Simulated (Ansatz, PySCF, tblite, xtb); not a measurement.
Interaction energy of H4BN ··· CH4O (SMILES BN and CO), singlet. Monomers: optimised at B3LYP-D3(BJ) (def2-TZVP), held rigid. Orientation: lowest of the rigid-body minima from ten starts at GFN2-xTB. Only R, the distance of the centres of mass, is varied, so the lowest point isn't the relaxed dimer.

- RHF/STO-3G = restricted Hartree-Fock/STO-3G, no counterpoise correction in PySCF
- GFN1-xTB (xtb)
- GFN2-xTB (tblite)
- CCSD(T)/aug-cc-pVDZ = Ansatz (a program for electronic structure) with CCSD(T) on RHF/aug-cc-pVDZ, frozen core, counterpoise-corrected

Interaction energies in kcal/mol; the last columns give the difference from CCSD(T):

```tsv
R / Å	RHF/STO-3G	GFN1-xTB	GFN2-xTB	CCSD(T)/aug-cc-pVDZ	RHF/STO-3G − CCSD(T)/aug-cc-pVDZ	GFN1-xTB − CCSD(T)/aug-cc-pVDZ	GFN2-xTB − CCSD(T)/aug-cc-pVDZ
2.99	5.97	-1.88	-1.27	3.38	2.60	-5.25	-4.65
3.18	1.93	-3.22	-3.20	-0.04	1.97	-3.18	-3.16
3.36	0.27	-3.34	-3.58	-1.47	1.74	-1.87	-2.10
3.55	-0.38	-2.97	-3.36	-2.01	1.63	-0.96	-1.34
3.74	-0.54	-2.45	-2.93	-2.06	1.52	-0.39	-0.87
4.05	-0.45	-1.65	-2.21	-1.73	1.27	0.07	-0.49
4.33	-0.34	-1.14	-1.71	-1.35	1.01	0.21	-0.35
4.89	-0.20	-0.61	-1.04	-0.79	0.59	0.18	-0.25
5.57	-0.14	-0.34	-0.61	-0.43	0.29	0.09	-0.17
6.52	-0.09	-0.18	-0.33	-0.22	0.13	0.04	-0.10
7.85	-0.06	-0.09	-0.16	-0.11	0.05	0.02	-0.05
```

RHF/STO-3G is furthest from CCSD(T)/aug-cc-pVDZ at 2.99 (2.60 kcal/mol, above); its mean absolute difference over the points is 1.16 kcal/mol.

GFN1-xTB is furthest from CCSD(T)/aug-cc-pVDZ at 2.99 (-5.25 kcal/mol, below); its mean absolute difference over the points is 1.12 kcal/mol.

GFN2-xTB is furthest from CCSD(T)/aug-cc-pVDZ at 2.99 (-4.65 kcal/mol, below); its mean absolute difference over the points is 1.23 kcal/mol.
